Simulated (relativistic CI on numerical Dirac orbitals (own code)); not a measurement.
**Sr2+: what numerical and physical settings do to a radial Dirac CI calculation**

Reference input:

```
atom Sr  Z=38  charge=2  electrons=36
nucleus A=88  rms_radius_fm=4.2240
hamiltonian dirac-coulomb  breit=on  qed=on  c_scale=1
orbitals kli  potential=per-configuration
slater_scale 1
correlation none
mixing on
grid step=0.0125 r_max=67.1
scf mixing=0.4 start=green max_iterations=150 tolerance=2e-08 node_fill=0.05
configurations
  [Ar] 3d10 4s2 4p6
  [Ar] 3d10 4s2 4p5 4d
  [Ar] 3d10 4s2 4p4 4d2
  [Ar] 3d10 4s2 4p5 5s
  [Ar] 3d10 4s 4p6 4d
end
```

Computed lowest total energy -3174.70272 Ha, first excitation 186685.8 cm⁻¹, 55 SCF steps. Runs with settings changed; * marks those that are bad on purpose (the QED terms keep the true α when c is scaled):

```
                                                                          Changed        Outcome  Lowest level   ΔE (Ha)  First excitation (cm⁻¹)  SCF steps                                     Message
                                                                   Breit term off      converged    4s²4p⁶ ¹S0     -1.72                 186796.3         55                                            
                                   grid step 0.02, end of the grid at 100.65 bohr      converged    4s²4p⁶ ¹S0  9.98e-05                 186685.8         55                                            
                                                               iteration limit 30      converged    4s²4p⁶ ¹S0         0                 186685.8         55                                            
node fill of the KLI weights 0.01, speed of light × 0.8, nuclear radius 5.4912 fm      converged    4s²4p⁶ ¹S0     -26.6                 186021.5         55                                            
                                                   end of the grid at 5.37 bohr *  not converged                                                          11                        orbital 4s not found
                                                                  grid step 0.6 *        refused                                                           0  the grid has 31 points, outside 40 to 4096
```

With so few configurations and no correlation, terms lie too far apart (by 10 to 50 % near neutrality), their order can be wrong, and levels of other configurations are missing.
